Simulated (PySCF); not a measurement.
Working out the ionisation energy of Pb²⁺

Pb²⁺ [Xe] 4f14 5d10 6s2 (1S) → Pb³⁺ [Xe] 4f14 5d10 6s1 (2S). Calculation: PySCF 2.14, in def2-TZVPPD with the def2 core potential (60 electrons) (7s5p4d2f, 56 functions); a scalar-relativistic core potential. Frozen: nothing. Energies in hartree (1 hartree = 27.21139 eV):

| part | Pb²⁺ (lower) | Pb³⁺ (upper) |
| --- | --- | --- |
| UHF | -191.109101 | -190.015304 |
| CCSD correlation | -0.372188 | -0.307184 |
| (T) | -0.007062 | -0.004368 |

What does Hartree-Fock give?

(-190.015304) − (-191.109101) = 1.093797 hartree = 29.764 eV.

What do CCSD and CCSD(T) give?

The CCSD correlation energies differ by 0.065004 hartree = 1.769 eV and the triples by 0.002694 hartree = 0.073 eV, so CCSD gives 31.533 eV and CCSD(T) 31.606 eV.

Measured between the centres of the two terms (NIST): 31.937 eV, so CCSD(T) (valence and next inner shell) is off by -0.331 eV.

What remains against the reference includes basis incompleteness and higher excitations.
